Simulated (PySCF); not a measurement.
ClGa, triplet, at a GFN2-xTB geometry (such geometries of metal compounds can be far from the true shape) (the spin is typed, not shown lowest). Base run: PBE0/def2-SVP run with PySCF.

The PySCF input:
```python
from pyscf import gto, scf, dft

mol = gto.M(
    atom='''
Ga   -0.00000000   -0.00000000   -0.78750881
Cl    0.00000000    0.00000000    1.43604548
''',
    basis='def2-svp',
    spin=2,
    verbose=4,
)

mf = dft.UKS(mol)
mf.xc = 'pbe0'
mf.kernel()
mo_i, mo_e, stable_i, stable_e = mf.stability(internal=True, external=False, return_status=True, nroots=6, tol=1e-6)
print('internally stable:', stable_i, ' externally stable:', stable_e)
if not stable_i:
    umf = mf.copy()
    umf.scf_summary = {}
    umf.kernel(umf.make_rdm1(mo_i, mf.mo_occ))
```

The bond that is stretched is that between atoms 2 and 1. A test that says stable can miss a lower solution.

Variants of this job, named by their change:

| change | ΔE vs base (mEh) | <S^2> | E after following the instability (Eh) | <S^2> there | stability test says | outcome |
|---|---|---|---|---|---|---|
| base | 0.000 | 2.004 | - | - | internally stable (external not tested) | converged |
| bond × 1.25 | 29.218 | 2.013 | - | - | internally stable (external not tested) | converged |
| bond × 1.5 | 45.042 | 2.008 | -2384.14970 | 2.01 | internal instability | converged |
| bond × 1.8 | 49.317 | 2.005 | -2384.14714 | 2.01 | internal instability | converged |
| bond × 2.2 | - | - | - | - | - | not converged |
| bond × 3.0 | - | - | - | - | - | not converged |

On stretching, the SCF can end on different states; <S^2> shows the spin contamination of each.
